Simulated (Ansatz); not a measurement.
Compare A (`C[C@H]1O[Si@H]1F`) with its isomer B (`FC1CO[SiH2]1`).

Calculated with Ansatz (gas phase, PBE0-D4/def2-TZVP geometries, no zero-point term in ΔE). CCSD(T)/CBS adds triple-zeta CCSD(T) − MP2 to the extrapolated MP2 energy (def2 sets, frozen cores). DFT in def2-TZVPP. B3LYP here is the variant with VWN-RPA as its local correlation; programs differ in this.

Task: Which is lower in electronic energy at CCSD(T)/CBS, and by how much? (An estimate is asked.)

Result: The calculation gave: A, by 41.6 kcal/mol.

Task: Give E(B) − E(A) in kcal/mol with ωB97M-V, B2PLYP, B3LYP-D4, PBE0-D4, MP2/def2-TZVPP, B3LYP, HF/def2-TZVPP. (Best estimate.)

Result: The calculation gave: ωB97M-V 39.4, B2PLYP 41.4, B3LYP-D4 39.9, PBE0-D4 38.4, MP2/def2-TZVPP 43.7, B3LYP 40.0, HF/def2-TZVPP 36.8. None reverses the order clearly.

Largest T1 diagnostic: 0.013.

In def2-TZVPP, CCSD(T) changes the Hartree–Fock value by +3.8 kcal/mol (the triples alone add +0.6 kcal/mol) and MP2 by +6.8 kcal/mol. From PBE to PBE0 (25 % exact exchange), in def2-TZVPP and without D4, E(B) − E(A) moves by −0.9 kcal/mol.
